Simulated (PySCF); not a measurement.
In(H)2(nPr) (C3H9In), SMILES CC[CH2][InH2]. Heavy atoms are numbered as in [InH2:1][CH2:4][CH2:5][CH3:6]. Hydrogens are named by the atom that carries them.

Coordinates come from a PBE-D3(BJ)/def2-SVP optimisation. The structure was generated by enumeration; whether it is a known compound was not checked. The def2 effective core potentials stand for the cores of In; spin–orbit coupling is left out. The values are those of a single conformer.

Method: PBE/def2-TZVP run with PySCF.

ESP charges are fitted to the potential on shells at 1.4 to 2.0 van der Waals radii. Atomic charges (e), one atom of each kind:

```
atom        ESP fit  Löwdin
----------  -------  ------
In1 (InH2)      [?]    0.36
H on In1        [?]   -0.08
C4 (CH2)      -0.31   -0.45
C5 (CH2)        [?]   -0.34
C6 (CH3)      -0.46   -0.33
H on C4        0.03    0.14
H on C5       -0.10    0.14
H on C6         [?]    0.12
```

Q: Fill in the missing entries. (An estimate is asked for; the answer gives what the named calculation found.)

A: 
- In1 (InH2), ESP fit: 0.64
- H on In1, ESP fit: -0.25
- C5 (CH2), ESP fit: 0.50
- H on C6, ESP fit: 0.10
